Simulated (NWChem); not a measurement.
System meant: C$_{3}$H$_{3}$NS; SMILES c1cscn1

Here is an NWChem input.

```
start job
memory heap 200 mb stack 900 mb global 1100 mb
geometry units angstroms noautoz
  C     -0.681712    -1.242716     0.000000
  C     -1.213640     0.018748     0.000000
  S      0.053201     1.176186     0.000000
  C      1.197701    -0.121656     0.000000
  N      0.680765    -1.310665     0.000000
  H     -1.270149    -2.162221     0.000000
  H     -2.260863     0.316295     0.000000
  H      2.270808     0.084429     0.000000
end
basis spherical
  * library def2-svp
end
dft
  xc pbe0
  iterations 4
  mulliken
end
task dft energy
```

End of the output:

```
    Atom       Charge   Shell Charges
 -----------   ------   -------------------------------------------------------
    1 C    6     6.05   1.97  0.61  0.30  1.89  1.15  0.13
    2 C    6     6.21   1.97  0.64  0.33  1.89  1.30  0.08
    3 S   16    15.58   2.00  1.95  0.94  0.62  5.81  1.90  2.22  0.14
    4 C    6     6.15   1.97  0.64  0.33  1.87  1.22  0.13
    5 N    7     7.11   1.97  0.79  0.47  2.21  1.60  0.06
    6 H    1     0.97   0.63  0.26  0.07
    7 H    1     0.96   0.62  0.26  0.07
    8 H    1     0.97   0.63  0.27  0.07

 center of mass
 --------------
 x =   0.02822363 y =   0.03763191 z =   0.00000000

 moments of inertia (a.u.)
 ------------------
         327.820702840481          -0.000000000000           0.000000000000
          -0.000000000000         210.656168639781           0.000000000000
           0.000000000000           0.000000000000         538.476871480262

     Multipole analysis of the density
     ---------------------------------

     L   x y z        total         alpha         beta         nuclear
     -   - - -        -----         -----         ----         -------
     0   0 0 0     -0.000000    -22.000000    -22.000000     44.000000

     1   1 0 0     -0.385513     -0.192757     -0.192757     -0.000000
     1   0 1 0      0.548591      0.274295      0.274295     -0.000000
     1   0 0 1      0.000000      0.000000      0.000000      0.000000

     2   2 0 0    -22.859232    -74.658321    -74.658321    126.457409
     2   1 1 0      2.180267     -0.880884     -0.880884      3.942035
     2   1 0 1     -0.000000     -0.000000     -0.000000      0.000000
     2   0 2 0    -28.052704   -100.248354   -100.248354    172.444004
     2   0 1 1     -0.000000     -0.000000     -0.000000      0.000000
     2   0 0 2    -28.190185    -14.095093    -14.095093      0.000000

 ------------------------------------------------------------------------
 dft energy failed                                                                                  0
 ------------------------------------------------------------------------
 ------------------------------------------------------------------------
  current input line :
    21: task dft energy
 ------------------------------------------------------------------------
 ------------------------------------------------------------------------
 This type of error is most commonly associated with calculations not reaching convergence criteria
 ------------------------------------------------------------------------
 For more information see the NWChem manual at https://nwchemgit.github.io

0:dft energy failed:Received an Error in Communication
```

Q: Can this run be used? If not, why, and what is the fix?

A: Convergence was not reached. Cause: the SCF was allowed too few iterations. This input runs:
```
start job
memory heap 200 mb stack 900 mb global 1100 mb
geometry units angstroms noautoz
  C     -0.681712    -1.242716     0.000000
  C     -1.213640     0.018748     0.000000
  S      0.053201     1.176186     0.000000
  C      1.197701    -0.121656     0.000000
  N      0.680765    -1.310665     0.000000
  H     -1.270149    -2.162221     0.000000
  H     -2.260863     0.316295     0.000000
  H      2.270808     0.084429     0.000000
end
basis spherical
  * library def2-svp
end
dft
  xc pbe0
  iterations 150
  mulliken
end
task dft energy
```
It converges to -568.46440 Ha (PBE0/def2-SVP).
